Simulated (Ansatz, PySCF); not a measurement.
Process, species as SMILES: NB(N)O → [NH]B(N)O + H atom (the H-N bond at the site shown breaks; other sites are not compared here)
Each molecule is optimised on its own at B3LYP-D3(BJ)/def2-TZVP (Ansatz, a program for electronic structure), one conformer each, not searched for the lowest.

Wanted: bond dissociation energy (enthalpy at 298 K, with B3LYP-D3(BJ) rigid-rotor harmonic-oscillator terms from PySCF), in kcal/mol. Correlated levels leave the core frozen unless marked. UHF or UKS for open shells. No spin-orbit coupling. Non-relativistic. CBS(X,Y): correlation extrapolated as X^-3; Hartree-Fock from the larger set.

```
level                          program  bond dissociation energy (kcal/mol)
----------------------  --------------  -----------------------------------
HF/aug-cc-pVDZ                  Ansatz                                 81.2
HF/cc-pVQZ                      Ansatz                                 82.3
PBE/def2-TZVPD                  Ansatz                                107.9
B3LYP/def2-TZVPD                Ansatz                                109.0
PBE0/6-31G*                     Ansatz                                105.0
PBE0-D3(BJ)/def2-TZVPD  Ansatz + dftd3                                108.6
PBE0-D4/def2-TZVP       Ansatz + dftd4                                108.2
```

Task: What does CCSD(T)/CBS(aug-cc-pVTZ,aug-cc-pVQZ) (Ansatz) give?

Result: 113.3 kcal/mol, so PBE0-D4/def2-TZVP differs from it by -5.1 kcal/mol.
